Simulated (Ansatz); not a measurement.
**Question.** Name a neutral molecule of C, Cl, F with LUMO energy (PBE0/def2-TZVPP) between -1.25 and -0.95 eV and HOMO–LUMO gap (ωB97M-V/def2-TZVPP) between 10.60 and 10.90 eV (Ansatz, PBE0-D4/def2-TZVP geometry).

**Answer.** `Fc1c(F)c(F)c(Cl)c(F)c1F` (-1.15 eV, 10.71 eV). Other molecules can fit too; these were computed, each in one conformer that needn't be the lowest.
